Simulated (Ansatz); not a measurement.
(AlSb)n off (charge +1): gap (eV) at several levels, gas phase, relaxed structures; Ansatz. Clusters are the lowest isomers that short searches found in that spin, judged at the geometry's level. Core potentials for Sb in the def2 sets, no spin–orbit coupling. HOMO and LUMO are taken over both spins. The structures are stationary points that may keep the symmetry of their start. Remarks come from the PBE and PBE0 runs and from stability tests at other levels; not every state was tested.

```csv
species,state,geometry,PBE-D4/def2-TZVP,r2SCAN-D4/def2-TZVP,PBE0-D4/def2-SVP,PBE0-D4/def2-TZVP,remarks
Al2Sb2⁺,doublet,PBE-D4/def2-SVP,0.74,1.02,2.25,2.22,–
Al3Sb3⁺,doublet,PBE0-D4/def2-SVP,0.41,0.71,1.62,1.63,spin-contaminated (⟨S²⟩ up to 0.87)
Al4Sb3⁺,singlet,PBE-D4/def2-SVP,1.41,1.49,2.42,2.42,restricted SCF unstable in HF
```

Problem. Estimate the column for PBE-D4/def2-SVP.

Solution. Al2Sb2⁺ 0.78; Al3Sb3⁺ 0.42; Al4Sb3⁺ 1.43.

Over the 3 species that have every level, the mean is 0.88 at PBE-D4/def2-SVP, 0.86 at PBE-D4/def2-TZVP, 1.08 at r2SCAN-D4/def2-TZVP, 2.10 at PBE0-D4/def2-SVP, 2.09 at PBE0-D4/def2-TZVP. Orbital gaps grow with the share of exact exchange and aren't one observable across functionals.
